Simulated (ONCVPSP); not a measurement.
**Scattering properties, ONCV potential for phosphorus**

| Property | Result |
| --- | --- |
| Element | phosphorus |
| Generator | ONCVPSP 4.0.1 |
| Type | optimised norm-conserving Vanderbilt (ONCV) |
| Functional | BLYP |
| Relativity | scalar-relativistic |
| Frozen core | [He] |
| Valence charge | 13 |
| Reference configuration | 2s2 2p6 3s2 3p3 |
| Partial waves | 2s+3s: rc 0.80 bohr, ncon 3, nbas 7, qcut 11.7 1/bohr, 2 projectors; 2p+3p: rc 1.05 bohr, ncon 4, nbas 7, qcut 13.1 1/bohr, 2 projectors; d scattering state at 0.14 Ha: rc 0.80 bohr, ncon 4, nbas 7, qcut 12.9 1/bohr, 2 projectors, debl 1 Ha |
| Local potential | polynomial inside 0.75 bohr (lpopt 5, dvloc0 0 Ha) |
| Core correction | polynomial model core, fcfact 0.2 |

The phase is arctan(r·R′/R) of the radial function R(r), unwrapped; energies in Ha, scanned from -8 to 5 Ha. A pole is an energy at which the radial function vanishes at the test radius. The pseudo phase is shifted by a multiple of π to meet the all-electron one at the reference energy, and phase errors are pseudo minus all-electron; the curves can meet again beyond the range given. Levels narrower than the energy grid can be missing from the lists of poles.

**Question.** For each channel, where are the poles, and over which energies does the pseudopotential scatter like the atom?

**Answer.**

```json
{"channel": "s", "radius (bohr)": "0.81", "reference energy (Ha)": "-0.51", "poles, all-electron": "-4.28", "poles, pseudo": "-4.28", "unbroken range about the reference energy with phases within 0.05 rad": "the whole range", "phase error 1 Ha above the reference energy (rad)": "+0.000"}
{"channel": "p", "radius (bohr)": "1.07", "reference energy (Ha)": "-0.20", "poles, all-electron": "-4.17", "poles, pseudo": "-4.17", "unbroken range about the reference energy with phases within 0.05 rad": "the whole range", "phase error 1 Ha above the reference energy (rad)": "+0.000"}
{"channel": "d", "radius (bohr)": "0.81", "reference energy (Ha)": "0.14", "poles, all-electron": "none", "poles, pseudo": "none", "unbroken range about the reference energy with phases within 0.05 rad": "the whole range", "phase error 1 Ha above the reference energy (rad)": "+0.000"}
```

Phases in the s channel:

| E (Ha) | all-electron | pseudo |
| --- | --- | --- |
| -7.96 | -0.552 | -0.552 |
| -7.24 | -0.965 | -0.965 |
| -6.52 | -1.219 | -1.219 |
| -5.80 | -1.377 | -1.377 |
| -5.08 | -1.484 | -1.484 |
| -4.36 | -1.563 | -1.563 |
| -3.64 | -1.625 | -1.625 |
| -2.92 | -1.678 | -1.678 |
| -2.20 | -1.726 | -1.726 |
| -1.48 | -1.772 | -1.772 |
| -0.76 | -1.818 | -1.818 |
| -0.04 | -1.867 | -1.867 |
| 0.68 | -1.920 | -1.920 |
| 1.40 | -1.981 | -1.981 |
| 2.12 | -2.054 | -2.054 |
| 2.84 | -2.143 | -2.144 |
| 3.56 | -2.258 | -2.260 |
| 4.28 | -2.409 | -2.413 |
| 5.00 | -2.611 | -2.617 |
